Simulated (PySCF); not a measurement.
W(O)(S)(Br)(OH) (BrHO₂SW), SMILES [O]=[W]([OH])(=[S])[Br], multiplicity 1.

Geometry optimised at PBE-D3(BJ)/def2-SVP. The multiplicity is an assumed one; no other spin state was optimised. The structure was generated by enumeration; whether it is a known compound was not checked. The def2 effective core potentials stand for the cores of W; spin–orbit coupling is left out. The values are those of a single conformer.

All values below come from TDA-PBE/def2-SVPD run with PySCF 2.14.0.

Vertical excitations. Gas-phase values at a fixed geometry.

Task: List the lowest excited states. (An estimate is asked for; the answer gives what the named calculation found.)

Result: 
| state | energy (eV) | λ (nm) | f | main pairs |
|---|---|---|---|---|
| S1 | 3.18 | 390 | 0.003 | HOMO→LUMO 77 %, HOMO→LUMO+1 12 % |
| S2 | 3.29 | 377 | 0.003 | HOMO→LUMO+1 80 % |
| S3 | 3.62 | 343 | 0.011 | HOMO−1→LUMO 76 %, HOMO−1→LUMO+1 14 % |
| S4 | 3.98 | 311 | 0.004 | HOMO→LUMO+2 74 %, HOMO−1→LUMO+1 18 % |
| S5 | 4.16 | 298 | 0.017 | HOMO−1→LUMO+1 30 %, HOMO−1→LUMO+2 23 %, HOMO→LUMO+2 19 % |
| S6 | 4.33 | 286 | 0.003 | HOMO−2→LUMO 88 % |
| S7 | 4.45 | 279 | 0.001 | HOMO−1→LUMO+2 45 %, HOMO−3→LUMO 40 % |
| S8 | 4.54 | 273 | 0.003 | HOMO−2→LUMO+1 60 %, HOMO−3→LUMO 10 %, HOMO−1→LUMO+2 9 % |
| S9 | 4.69 | 264 | 0.001 | HOMO−3→LUMO+1 74 %, HOMO→LUMO+3 13 % |
| S10 | 4.80 | 258 | 0.012 | HOMO→LUMO+3 48 %, HOMO−3→LUMO 16 %, HOMO−2→LUMO+1 12 %, HOMO−4→LUMO 10 % |
| T1 | 2.76 | 450 | 0 | HOMO→LUMO 94 % |
| T2 | 2.96 | 420 | 0 | HOMO→LUMO+1 94 % |
| T3 | 3.10 | 400 | 0 | HOMO−1→LUMO+1 47 %, HOMO−1→LUMO 45 % |
| T4 | 3.33 | 372 | 0 | HOMO−1→LUMO 48 %, HOMO−1→LUMO+1 45 % |
Triplets are in the Tamm–Dancoff approximation.
